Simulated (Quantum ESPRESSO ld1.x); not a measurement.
Values are calculated unless marked as measured or tabulated.
The mean radii <r> (bohr) of the occupied orbitals of an atom or ion are listed with their occupations. Level of theory: scalar-relativistic Kohn-Sham, LDA (Slater exchange, Perdew-Wang correlation), spin-polarised, spherical densities, point nucleus (ld1.x of Quantum ESPRESSO 7.5).

orbital  occ.      <r>
1s up       1  0.02725
1s down     1  0.02725
2s up       1   0.1173
2s down     1   0.1173
2p up       3   0.1025
2p down     3   0.1025
3s up       1   0.3146
3s down     1   0.3146
3p up       3   0.3125
3p down     3   0.3125
3d up       5   0.2888
3d down     5   0.2888
4s up       1   0.7401
4s down     1   0.7401
4p up       3   0.7925
4p down     3   0.7922
4d up       5   0.9231
4d down     5   0.9217
5s up       1    1.958
5s down     1    1.958
5p up       3    2.460
5p down     2    2.482

Name the element and its charge. Open shells, if any, are filled with parallel spins first.

Answer. Z = 53, iodine, charge 0: I in [Kr] 4d10 5s2 5p5. The 1s radius gives Z: for a bare nucleus <r> = (2 gamma + 1)/(2Z) with gamma = sqrt(1 - (Z/c)^2), 0.02683 bohr for Z = 53, and screening makes it slightly larger (0.02725 here). The occupations add up to 53, and the charge is Z minus that.
